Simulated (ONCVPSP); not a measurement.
**Co (Z = 27): one change to an ONCV potential, before and after**

Co (Z = 27), optimised norm-conserving Vanderbilt (ONCV), made with ONCVPSP 4.0.1 (PBE, scalar-relativistic). Core [Ne] 3s2, reference 3p6 3d7 4s2. Waves: 4s: rc 2.30 bohr, ncon 4, nbas 7, qcut 2.6 1/bohr, 3 projectors, debl 3.1 Ha; 3p: rc 1.00 bohr, ncon 4, nbas 8, qcut 14.7 1/bohr, 1 projector; 3d: rc 1.40 bohr, ncon 4, nbas 8, qcut 13 1/bohr, 2 projectors, debl 2.9 Ha; f scattering state at 0.09 Ha: rc 1.75 bohr, ncon 4, nbas 8, qcut 6.1 1/bohr, 1 projector. Local part: polynomial inside 0.85 bohr (lpopt 5, dvloc0 0 Ha). Core correction: Teter function fitted to the true core (icmod 2), fcfact 0.35.

Change: d: rc 1.18.

Cutoffs: the cutoffs (Ha) at which the residual kinetic energy of the hardest occupied pseudo-wave falls to 1 and 0.1 mHa per electron; they do not see the model core or the augmentation charge, which bear on the density cutoff. Errors are all-electron minus pseudo energies relative to the spin-unpolarised reference configuration.

What does the change do?

The potential gets harder (58 Ha and 74 Ha → 67 Ha and 75 Ha); of the 4 tests that both files solve, the error grows in 3 and shrinks in 0 by more than 15 % and 0.3 meV (median size 37.0 → 44.0 meV); neither file shows a bound ghost. A smaller radius makes the pseudo-wave follow the all-electron one further in, where it bends more sharply, so more plane waves are needed. That the errors move this way runs against the usual rule that smaller radii transfer better.

```csv
quantity,base,changed
"cutoff, loose",58 Ha,67 Ha
"cutoff, tight",74 Ha,75 Ha
loose cutoff by channel,"s 7.9 Ha, p 52 Ha, d 58 Ha","s 7.9 Ha, p 52 Ha, d 67 Ha"
bound ghosts,none,none
GHOST(+) flags under 300 eV,"s at 16.7 eV, f at 148.9 eV","s at 16.7 eV, f at 148.9 eV"
"error for 3p6 3d7 4s1, meV [ΔE 9.03 eV]",-4.2,-4.9
"error for 3p6 3d7 4s0, meV [ΔE 25.82 eV]",-20,-24
"error for 3p6 3d6 4s0, meV [ΔE 61.69 eV]",+68,+64
"error for 3p6 3d8 4s0, meV [ΔE 6.47 eV]",-54,-68
s: phases at 2.33 bohr within 0.05 rad from the reference energy up to (Ha; the scan ends near 5),to the end of the scan,to the end of the scan
p: phases at 1.01 bohr within 0.05 rad from the reference energy up to (Ha; the scan ends near 5),to the end of the scan,to the end of the scan
f: phases at 1.78 bohr within 0.05 rad from the reference energy up to (Ha; the scan ends near 5),4.9,4.9
"rms error of d²Exc/dni dnj with the model core, mHa",1.68,1.85
```
